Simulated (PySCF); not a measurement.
States of one metal complex from SC-NEVPT2 in the d shell, PySCF, above the ground state:

```csv
2S+1,degeneracy,energy / cm⁻¹,f (electric dipole)
5,1,0,–
5,1,9781,6.4e-06
5,1,19716,0
3,1,20710,–
3,1,21009,–
3,1,21042,–
3,1,21091,–
3,1,21162,–
5,1,22780,1.7e-04
3,1,23012,–
3,1,23658,–
3,1,23981,–
```

Which of these complexes, all computed at model or optimised geometries, gave the data?
A. [Fe(SH)4]2- (d6, tetrahedral)
B. [FeF4]2- (d6, distorted tetrahedral)
C. MnF3 (d4, trigonal planar)
D. Cr(CH3)2 (d4, linear)

C. MnF3 (d4, trigonal planar) has 5A1, then 5B2 at 9781, 5A2 at 19716 cm⁻¹ (NEVPT2). The others: Cr(CH3)2 (d4, linear) has 5A1g, then 5Eg at 1274, 5Eg at 4907 cm⁻¹ (NEVPT2); [FeF4]2- (d6, distorted tetrahedral) has 5A1, then 5E at 4022, 5B1 at 5458 cm⁻¹ (NEVPT2); [Fe(SH)4]2- (d6, tetrahedral) has 5B (from 5E), then 5A (from 5E) at 2784, 5E (from 5T2) at 4582 cm⁻¹ (NEVPT2).

On MnF3: NEVPT2 lifts 5A2 from 17322 to 19716 cm⁻¹; on the d shell alone such lifts tend to overshoot. NEVPT2 on the d shell alone tends to put d–d bands too high for such charged or covalently bound ions.
